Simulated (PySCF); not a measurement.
Si(Cl)(OH)(NH2)2 (ClH₅N₂OSi), SMILES [Si](Cl)(N)(N)O.

Coordinates come from a PBE0-D3(BJ)/def2-SVP optimisation. This is a generated structure with no PubChem entry under its InChIKey; it may be hypothetical. Other conformers were not sampled.

Two levels are set side by side: PBE/def2-TZVP (PySCF) and B3LYP/def2-TZVP (PySCF). Same geometry, gas phase. Differences are taken from unrounded values.

```csv
quantity,PBE
orbital gap (eV),6.07
highest occupied level (eV),-6.25
lowest empty level (eV),-0.18
dipole moment (D),1.25
mean polarisability (bohr³),54.7
```

Task: These are the PBE values. What does B3LYP give? (The exact figures need the calculation; the answer reports its results.)

Result: 
```json
[
 {"quantity": "orbital gap (eV)", "B3LYP": "7.81", "PBE minus B3LYP": "-1.73"},
 {"quantity": "highest occupied level (eV)", "B3LYP": "-7.50", "PBE minus B3LYP": "1.25"},
 {"quantity": "lowest empty level (eV)", "B3LYP": "0.31", "PBE minus B3LYP": "-0.49"},
 {"quantity": "dipole moment (D)", "B3LYP": "1.22", "PBE minus B3LYP": "0.03"},
 {"quantity": "mean polarisability (bohr³)", "B3LYP": "52.6", "PBE minus B3LYP": "2.1"}
]
```

Without exact exchange PBE keeps part of each electron's self-repulsion, which lifts occupied levels and narrows the gap. PBE's more diffuse valence density responds more strongly to a field. Differences between two approximate levels are no errors against the true value.

Rough cost on one machine, each run with all the roots and properties that it gave: B3LYP against PBE within a factor of 2.
